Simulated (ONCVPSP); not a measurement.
**Building the ONCV potential for nickel (Ni) (PW91, scalar-relativistic).**

Input for ONCVPSP 4.0.1:

```
# ATOM AND REFERENCE CONFIGURATION
# atsym  z   nc   nv     iexc    psfile
  Ni 28.00    3    4  -109134      upf
#
#   n    l    f
    1    0    2.00
    2    0    2.00
    2    1    6.00
    3    0    2.00
    3    1    6.00
    3    2    8.00
    4    0    2.00
#
# PSEUDOPOTENTIAL AND OPTIMIZATION
# lmax
    2
#
#   l,   rc,      ep,       ncon, nbas, qcut
    0    1.05    0.00    4    9   13.80
    1    0.85    0.00    4    8    8.20
    2    1.30    0.00    4    8   13.70
#
# LOCAL POTENTIAL
# lloc, lpopt,  rc(5),   dvloc0
    4    5    0.60    0.00
#
# VANDERBILT-KLEINMAN-BYLANDER PROJECTORs
# l, nproj, debl
    0    2    3.70
    1    2    1.80
    2    2    3.10
#
# MODEL CORE CHARGE
# icmod, fcfact, rcfact
    1    0.55    0.00
#
# LOG DERIVATIVE ANALYSIS
# epsh1, epsh2, depsh
   -6.00    5.00    0.04
#
# OUTPUT GRID
# rlmax, drl
    6.00    0.01
#
# TEST CONFIGURATIONS
# ncnf
    4
# nvcnf
#   n    l    f
    4
    3    0    2.00
    3    1    6.00
    3    2    8.00
    4    0    1.00
#
    4
    3    0    2.00
    3    1    6.00
    3    2    8.00
    4    0    0.00
#
    4
    3    0    2.00
    3    1    6.00
    3    2    7.00
    4    0    0.00
#
    4
    3    0    2.00
    3    1    6.00
    3    2    7.00
    4    0    2.00
#
```

Command:

```bash
oncvpsp.x < Ni.dat > Ni.out
```

Output (shortened: citation, most of the input echo, consistency checks and plot data are left out):

```
ONCVPSP  (Optimized Norm-Conservinng Vanderbilt PSeudopotential)
scalar-relativistic version 4.0.1

#   n    l    f        energy (Ha)
    1    0    2.00    -3.0185857E+02
    2    0    2.00    -3.6089723E+01
    2    1    6.00    -3.1056363E+01
    3    0    2.00    -4.0813433E+00
    3    1    6.00    -2.6253282E+00
    3    2    8.00    -3.2905494E-01
    4    0    2.00    -2.0964523E-01

Reference configufation results
  iterations    33
  all-electron total energy (Ha)   -1.52092156D+03

Begin loop to  construct optimized pseudo wave functions
and semi-local pseudopoentials for all angular momenta

Calculating optimized projector #   1

 for l=   0

    Fraction of norm inside rc  0.869634
    Optimizing pswf for qcut=  13.79 a_B^-1,  ecut=  95.04 Ha
    Residual kinetic energy error=  6.17D-08 Ha

    Energy error per electron        Cutoff
         Ha          eV             Ha
         0.01000     0.27211       47.46
         0.00100     0.02721       60.82
         0.00010     0.00272       71.35
         0.00001     0.00027       79.77

Calculating optimized projector #   2

 for l=   0

    Fraction of norm inside rc  0.028025
    Optimizing pswf for qcut=  13.79 a_B^-1,  ecut=  95.04 Ha
    Residual kinetic energy error=  1.89D-08 Ha

    Energy error per electron        Cutoff
         Ha          eV             Ha
         0.01000     0.27211       31.62
         0.00100     0.02721       49.29
         0.00010     0.00272       63.11
         0.00001     0.00027       74.28

WARNING wellstate: negative energy specified for n= 4 l=  1
WARNING scattering state with energy  0.25000000
WARNING will be used for the first projector

   Wellstate for l =  1  n =  4
     eigenvalue =   0.2500
     asymptotic potential =   0.7500
     half-point radius =  3.2324

Calculating optimized projector #   1

 for l=   1

    Fraction of norm inside rc  0.646757
    Optimizing pswf for qcut=   8.20 a_B^-1,  ecut=  33.65 Ha
    Residual kinetic energy error=  3.85D-03 Ha

    Energy error per electron        Cutoff
         Ha          eV             Ha
         0.01000     0.27211       30.33
         0.00100     0.02721       39.95
         0.00010     0.00272      104.14
         0.00001     0.00027      190.13

Calculating optimized projector #   2

 for l=   1

    Fraction of norm inside rc  0.040480
    Optimizing pswf for qcut=   8.20 a_B^-1,  ecut=  33.65 Ha
    Residual kinetic energy error=  6.64D-04 Ha

    Energy error per electron        Cutoff
         Ha          eV             Ha
         0.01000     0.27211       23.47
         0.00100     0.02721       32.17
         0.00010     0.00272       51.90
         0.00001     0.00027      114.75

   Wellstate for l =  2  n =  5
     eigenvalue =   2.7709
     asymptotic potential =   3.2709
     half-point radius =  2.9662

Calculating optimized projector #   1

 for l=   2

    Fraction of norm inside rc  0.765776
    Optimizing pswf for qcut=  13.69 a_B^-1,  ecut=  93.65 Ha
    Residual kinetic energy error=  3.01D-07 Ha

    Energy error per electron        Cutoff
         Ha          eV             Ha
         0.01000     0.27211       55.21
         0.00100     0.02721       66.39
         0.00010     0.00272       74.76
         0.00001     0.00027       81.99

Calculating optimized projector #   2

 for l=   2

    Fraction of norm inside rc  0.089074
    Optimizing pswf for qcut=  13.69 a_B^-1,  ecut=  93.65 Ha
    Residual kinetic energy error=  4.99D-07 Ha

    Energy error per electron        Cutoff
         Ha          eV             Ha
         0.01000     0.27211       54.58
         0.00100     0.02721       67.49
         0.00010     0.00272       77.40
         0.00001     0.00027       84.93

Construct Vanderbilt / Kleinmman-Bylander projectors

B matrix Hermiticity error, ll=   0
   1   2    4.3222E-04

  Orthonormal projector coefficients  3.1994E+01  3.6705E+00

B matrix Hermiticity error, ll=   1
   1   2    3.6866E-04

  Orthonormal projector coefficients  1.6129E+01  2.2781E+00

B matrix Hermiticity error, ll=   2
   1   2   -3.2005E-04

  Orthonormal projector coefficients -5.3944E+00 -4.5954E+00

Model core correction analysis
  based on d2Exc/dn_idn_j

d2excae - all-electron derivatives

   -4.318336D-02   -3.990853D-02   -2.846907D-02   -1.413686D-03
   -3.995642D-02   -3.807715D-02   -2.754869D-02   -1.296511D-03
   -2.870977D-02   -2.777876D-02   -2.303967D-02   -9.848357D-04
   -1.640703D-03   -1.577381D-03   -1.306107D-03   -1.117606D-04

d2excps - pseudofunction derivatives with no core correction

   -4.373303D-02   -4.139718D-02   -3.137513D-02   -1.552054D-03
   -4.144495D-02   -3.935997D-02   -3.023018D-02   -1.457084D-03
   -3.161567D-02   -3.046015D-02   -2.461287D-02   -1.056280D-03
   -1.778966D-03   -1.737909D-03   -1.377541D-03   -1.219045D-04

rms 2nd derivative error    1.585566E-03

Polynomial model core charge

d2excps - pseudofunction derivatives with core correction

   -4.078083D-02   -3.872980D-02   -3.052882D-02   -1.346156D-03
   -3.877755D-02   -3.702636D-02   -2.945139D-02   -1.271615D-03
   -3.076927D-02   -2.968130D-02   -2.431704D-02   -9.950704D-04
   -1.573105D-03   -1.552423D-03   -1.316326D-03   -1.077551D-04

rms 2nd derivative error    1.299561E-03

Pseudoatom total energy -168.117029

Diagnostic tests using Vanderbilt-Kleinman-Bylander pseudopotentials
  1 or more projectors used as specified by nproj input data

   l    rcore       rmatch      e in        delta e   norm test  slope test

   0   1.0512465   1.0831647  -4.0813433  -0.0000064   1.0002111   1.0002178
   0   1.0512465   1.0831647  -0.2096452   0.0000096   1.0000886   1.0000755

   1   0.8526587   0.8785473  -2.6253282  -0.0000587   1.0002013   1.0002652
   1   0.8526587   0.8785473   0.2500000   0.0000230   1.0004676   1.0004676

   2   1.3038628   1.3434509  -0.3290549  -0.0000045   1.0001121   1.0001227
   2   1.3038628   1.3434509   2.7709451   0.0000741   1.0002478   1.0002478

 Testing for bound ghosts
   n   l    E NL Schr. Eq   E Basis Diag.   E Cutoff

   1   0       -4.081350       -4.081318    316.34
   2   0       -0.209636        0.143252    316.34

   2   1       -2.625387       -2.622248    415.69

   3   2       -0.329059       -0.325067    202.72

 Testing for highly-localized positive-energy ghosts
       l    <radius>/rc     E Basis Diag.   E Cutoff

       0        0.737284       20.771015    316.34  WARNING - GHOST(+)

Test configuration 0

   n   l     f        eae           eps        diff
   1   0  2.0000 -301.85856768
   2   0  2.0000  -36.08972334
   2   1  6.0000  -31.05636345
   3   0  2.0000   -4.08134330   -4.08134973   -6.42D-06
   3   1  6.0000   -2.62532821   -2.62538696   -5.87D-05
   3   2  8.0000   -0.32905494   -0.32905944   -4.50D-06
   4   0  2.0000   -0.20964523   -0.20963563    9.59D-06

    Total energies and differences
      AE_ref= -1.52092156D+03  AE_tst= -1.52092156D+03  dif=  0.00D+00
      PS_ref= -1.68117029D+02  PS_tst= -1.68117029D+02  dif=  5.40D-13
      PSP excitation error= -5.40D-13

Test configuration 1

   n   l     f        eae           eps        diff
   1   0  2.0000 -302.19600430
   2   0  2.0000  -36.41981916
   2   1  6.0000  -31.38707705
   3   0  2.0000   -4.41685197   -4.41674274    1.09D-04
   3   1  6.0000   -2.96135170   -2.96124101    1.11D-04
   3   2  8.0000   -0.66237965   -0.66260477   -2.25D-04
   4   0  1.0000   -0.48698835   -0.48689722    9.11D-05

    Total energies and differences
      AE_ref= -1.52092156D+03  AE_tst= -1.52057644D+03  dif=  3.45D-01
      PS_ref= -1.68117029D+02  PS_tst= -1.67771915D+02  dif=  3.45D-01
      PSP excitation error=  8.05D-06

Test configuration 2

   n   l     f        eae           eps        diff
   1   0  2.0000 -302.58971978
   2   0  2.0000  -36.80236754
   2   1  6.0000  -31.77055587
   3   0  2.0000   -4.80591465   -4.80572774    1.87D-04
   3   1  6.0000   -3.35071227   -3.35043288    2.79D-04
   3   2  8.0000   -1.04622779   -1.04680955   -5.82D-04

    Total energies and differences
      AE_ref= -1.52092156D+03  AE_tst= -1.51993662D+03  dif=  9.85D-01
      PS_ref= -1.68117029D+02  PS_tst= -1.67132199D+02  dif=  9.85D-01
      PSP excitation error=  1.10D-04

Test configuration 3

   n   l     f        eae           eps        diff
   1   0  2.0000 -303.34227201
   2   0  2.0000  -37.57595594
   2   1  6.0000  -32.54216444
   3   0  2.0000   -5.53535616   -5.53584745   -4.91D-04
   3   1  6.0000   -4.07186066   -4.07230185   -4.41D-04
   3   2  7.0000   -1.73386856   -1.73262768    1.24D-03

    Total energies and differences
      AE_ref= -1.52092156D+03  AE_tst= -1.51855568D+03  dif=  2.37D+00
      PS_ref= -1.68117029D+02  PS_tst= -1.65751223D+02  dif=  2.37D+00
      PSP excitation error=  7.86D-05

Test configuration 4

   n   l     f        eae           eps        diff
   1   0  2.0000 -302.46224355
   2   0  2.0000  -36.71783749
   2   1  6.0000  -31.68218626
   3   0  2.0000   -4.67431757   -4.67437540   -5.78D-05
   3   1  6.0000   -3.21164354   -3.21188454   -2.41D-04
   3   2  7.0000   -0.88578877   -0.88382609    1.96D-03
   4   0  2.0000   -0.55402429   -0.55423502   -2.11D-04

    Total energies and differences
      AE_ref= -1.52092156D+03  AE_tst= -1.52032578D+03  dif=  5.96D-01
      PS_ref= -1.68117029D+02  PS_tst= -1.67521955D+02  dif=  5.95D-01
      PSP excitation error=  7.09D-04
```

The run took about 4.7 s on one core of a shared server CPU.
